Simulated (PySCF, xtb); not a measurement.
H4OSn, SMILES [OH][SnH3].

Harmonic wavenumbers (cm⁻¹) from GFN2-xTB in xtb 6.7.1 at its own minimum, in rising order: 200, 456, 469, 472, 634, 672, 679, 810, 1580, 1765, 1865, 3674.

Q: What does B3LYP-D3(BJ)/def2-TZVP (PySCF) give at its own minimum? (Estimate from the structure and the level; the computed values follow.)

A: 130, 491, 498, 597, 697, 699, 714, 858, 1914, 1915, 1963, 3835. Paired by order, the mean absolute difference is 98 cm⁻¹ and the zero-point energies are 19.0 and 20.5 kcal/mol.
